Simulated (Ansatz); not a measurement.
In6N6H18, a cluster cut from wurtzite InN (hydrogen-capped), 30 atoms. Hardware: 2 threads of AMD EPYC 7R13 on a shared host and a share (18 GiB) of an NVIDIA H100 80GB HBM3.

In the def2 sets In takes a core potential; there is no spin–orbit coupling. Single mean-field runs in def2-TZVP are fitted with def2-universal-jkfit.

(1) How many basis functions does each of these Ansatz runs have, and roughly what does it cost? PBE0-D4/def2-SVP, charge 0 singlet, energy, from earlier orbitals; PBE-D4/def2-TZVP, charge 1 doublet at the geometry of the charge 0 singlet, energy, from earlier orbitals; PBE0-D4/def2-TZVP, charge -1 doublet at the geometry of the charge 0 singlet, energy; PBE-D4/def2-SVP, charge 0 singlet, energy, from earlier orbitals; PBE-D4/def2-TZVP, charge -1 doublet at the geometry of the charge 0 singlet, energy, from earlier orbitals; PBE-D4/def2-TZVP, charge 0 triplet at the geometry of the charge 0 singlet, energy, from earlier orbitals; PBE-D4/def2-TZVP, charge 0 singlet, energy and forces, from earlier orbitals; PBE0-D4/def2-TZVP, charge 0 triplet at the geometry of the charge 0 singlet, energy; PBE-D4/def2-SVP, charge 0 singlet, relaxation, 6 steps; r2SCAN-D4/def2-TZVP, charge 0 singlet, energy, from earlier orbitals; PBE0-D4/def2-TZVP, charge 0 singlet, energy and forces, from earlier orbitals; PBE0-D4/def2-TZVP, charge 1 doublet at the geometry of the charge 0 singlet, energy.

## Answers

(1) Other jobs shared the machine, so times can vary by a factor of up to 3.

| run | functions | fitting or Cholesky vectors | wall time | peak host memory (GiB) |
| --- | --- | --- | --- | --- |
| PBE0-D4/def2-SVP, charge 0 singlet, energy, from earlier orbitals | 330 | 3819 | 4.2 s | 1 |
| PBE-D4/def2-TZVP, charge 0 singlet, energy and forces, from earlier orbitals | 594 | 2094 | 4.2 s | 1 |
| PBE-D4/def2-SVP, charge 0 singlet, energy, from earlier orbitals | 330 | 3972 | 4.8 s | 1 |
| r2SCAN-D4/def2-TZVP, charge 0 singlet, energy, from earlier orbitals | 594 | 2094 | 4.9 s | 1.1 |
| PBE-D4/def2-TZVP, charge 1 doublet at the geometry of the charge 0 singlet, energy, from earlier orbitals | 594 | 2094 | 6.5 s | 1.2 |
| PBE0-D4/def2-TZVP, charge 0 singlet, energy and forces, from earlier orbitals | 594 | 2094 | 7 s | 1.3 |
| PBE0-D4/def2-TZVP, charge -1 doublet at the geometry of the charge 0 singlet, energy | 594 | 2094 | 8.5 s | 1.3 |
| PBE-D4/def2-TZVP, charge -1 doublet at the geometry of the charge 0 singlet, energy, from earlier orbitals | 594 | 2094 | 9.6 s | 1.2 |
| PBE0-D4/def2-TZVP, charge 0 triplet at the geometry of the charge 0 singlet, energy | 594 | 2094 | 11 s | 1.3 |
| PBE-D4/def2-TZVP, charge 0 triplet at the geometry of the charge 0 singlet, energy, from earlier orbitals | 594 | 2094 | 11 s | 1.2 |
| PBE0-D4/def2-TZVP, charge 1 doublet at the geometry of the charge 0 singlet, energy | 594 | 2094 | 15 s | 1.3 |
| PBE-D4/def2-SVP, charge 0 singlet, relaxation, 6 steps | 330 | 3972 | 23 s | 1.1 |
